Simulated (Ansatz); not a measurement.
Consider the formal hydrolysis of the Al–Ge bond: `[CH3][Al]([F])[GeH3]` + H₂O → `[CH3][Al]([OH])[F]` + GeH₄.

Program: Ansatz. Geometries: PBE0-D4/def2-TZVP. ΔE: electronic, gas phase. CBS: MP2 limit from def2 TZ/QZ plus the TZ coupled-cluster correction, frozen cores. This one scheme is used for every species. DFT in def2-TZVPP. For Ge outer-core shells are correlated without core-valence functions, which leaves a few kJ/mol of doubt a bond. Scalar relativity is left out up to krypton. One conformer a species, not always the lowest.

`[CH3][Al]([F])[GeH3]`:

```xyz
10

C     0.938   -0.837    1.541
Al    0.473   -0.521   -0.317
F     1.247   -1.433   -1.462
Ge   -1.161    1.101   -1.217
H     2.011   -0.693    1.700
H     0.714   -1.871    1.822
H     0.401   -0.176    2.225
H    -0.496    2.115   -2.166
H    -2.275    0.403   -2.022
H    -1.852    1.913   -0.104
```

H₂O:

```xyz
3

O     0.134    0.365   -0.009
H     0.012   -0.193    0.762
H    -0.146   -0.172   -0.753
```

`[CH3][Al]([OH])[F]`:

Cartesian coordinates in Å:
```
C 0.006 -0.479 1.181
Al 0.240 0.076 -0.653
O -0.817 1.190 -1.356
F 1.474 -0.523 -1.577
H -0.961 -0.972 1.314
H 0.015 0.384 1.851
H 0.788 -1.171 1.500
H -0.744 1.495 -2.259
```

GeH₄:

Cartesian coordinates in Å:
```
Ge 0.000 0.000 0.000
H 0.475 0.194 1.446
H -1.308 0.771 -0.216
H -0.236 -1.493 -0.264
H 1.070 0.527 -0.965
```

| level | ΔE (eV) |
| --- | --- |
| r2SCAN-D4 | -1.21 |
| ωB97M-V | -1.23 |
| PBE | -1.06 |
| BLYP | -1.22 |
| LC-ωPBE | -1.21 |
| CCSD/def2-TZVPP | -1.23 |
| HF/CBS(def2) | -1.38 |
| CCSD/CBS(def2) | -1.18 |

(1) What does CCSD(T)/CBS give? (An estimate is asked.)

Largest T1 diagnostic among the species: 0.012.

Answers

(1) Ansatz gave: -1.16 eV. The listed levels differ from it by -0.05, -0.07, 0.10, -0.06, -0.05, -0.07, -0.22, -0.02 eV.

From BLYP to BHLYP (50 % exact exchange), in def2-TZVPP and without D4, ΔE moves by −0.08 eV. In def2-TZVPP, CCSD(T) changes the Hartree–Fock value by +0.16 eV (the triples alone add +0.02 eV) and MP2 by +0.10 eV. At CCSD(T), def2-SVP lies −0.13 eV from the extrapolated value and def2-TZVPP −0.05 eV.
